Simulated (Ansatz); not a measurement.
Consider the formal exchange of groups at a C–C bond: `FC/C=C/[SiH3]` + `C[SiH3]` → `C[SiH2]/C=C/[SiH3]` + `CF`.

Computed with Ansatz on PBE0-D4/def2-TZVP structures; ΔE is electronic, products minus reactants. CCSD(T)/CBS is the MP2 limit (def2-TZVPP, def2-QZVPP) plus CCSD(T) − MP2 in def2-TZVPP, frozen cores. This one scheme is used for every species. Double bonds are as drawn, so ΔE can hold a change between cis and trans. DFT in def2-TZVPP. One conformer a species, not always the lowest.

| level | ΔE (kJ/mol) |
| --- | --- |
| B97M-V | -13.4 |
| CAM-B3LYP-D4 | -14.5 |
| ωB97M-V | -16.0 |
| B2PLYP | -17.0 |
| revPBE | -16.4 |
| BLYP | -15.2 |
| r2SCANh | -13.9 |
| CAM-B3LYP | -11.4 |

(1) What does CCSD(T)/CBS give? (An estimate is asked.)

(2) What do rigid-rotor, harmonic-oscillator terms from PBE0-D4/def2-TZVP frequencies (298.15 K, 1 bar) make of the CCSD(T)/CBS value? (An estimate is asked.)

Largest T1 diagnostic among the species: 0.011.

Results:

(1) Ansatz gave: -20.6 kJ/mol. The listed levels differ from it by 7.2, 6.1, 4.6, 3.6, 4.2, 5.4, 6.7, 9.2 kJ/mol.

(2) The calculation gave: ΔZPE = +3.3 kJ/mol, ΔH = -15.4 kJ/mol, ΔS = 11 J/(mol·K), ΔG = -18.5 kJ/mol.

In def2-TZVPP, CCSD(T) changes the Hartree–Fock value by −4.9 kJ/mol (the triples alone add −1.1 kJ/mol) and MP2 by −7.6 kJ/mol. The D4 term adds −4.6 kJ/mol with B3LYP and −2.8 kJ/mol with PBE0; it sums over pairs of atoms, weighted by their polarisabilities, and B3LYP, whose exchange is more repulsive, gets the larger term. Leaving LDA and LC-ωPBE aside and taking each functional with its dispersion term where it has one, the values, not all of them listed here, spread over 6.8 kJ/mol, from BLYP-D4 to B97M-V. LDA lies +9.4 kJ/mol from PBE without D4.

B3LYP here is the variant with VWN-RPA as its local correlation; programs differ in this.
